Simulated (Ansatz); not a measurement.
C2H8BClSi can be A, `CB(C)[SiH2]Cl`, or B, `BC[SiH](C)Cl`.

Calculated with Ansatz (gas phase, PBE0-D4/def2-TZVP geometries, no zero-point term in ΔE). CCSD(T)/CBS is the MP2 limit (def2-TZVPP, def2-QZVPP) plus CCSD(T) − MP2 in def2-TZVPP, frozen cores. Functionals use def2-TZVPP. B3LYP here is the variant with VWN-RPA as its local correlation; programs differ in this. Each species was taken in one conformer, which may not be the lowest.

**Question.** Which is lower in electronic energy at CCSD(T)/CBS, and by how much? (Best estimate.)

**Answer.** Ansatz gave: B, by 8.1 kcal/mol.

**Question.** Give E(B) − E(A) in kcal/mol with PBE0-D4, MP2/def2-TZVPP, r2SCAN-D4, B2PLYP, B3LYP-D4, CCSD/def2-TZVPP, ωB97M-V. (Estimate.)

**Answer.** Ansatz gave: PBE0-D4 -5.8, MP2/def2-TZVPP -10.1, r2SCAN-D4 -6.7, B2PLYP -7.6, B3LYP-D4 -6.7, CCSD/def2-TZVPP -7.9, ωB97M-V -8.6. None reverses the order clearly.

Largest T1 diagnostic: 0.010.

From PBE to PBE0 (25 % exact exchange), in def2-TZVPP and without D4, E(B) − E(A) moves by −1.3 kcal/mol.
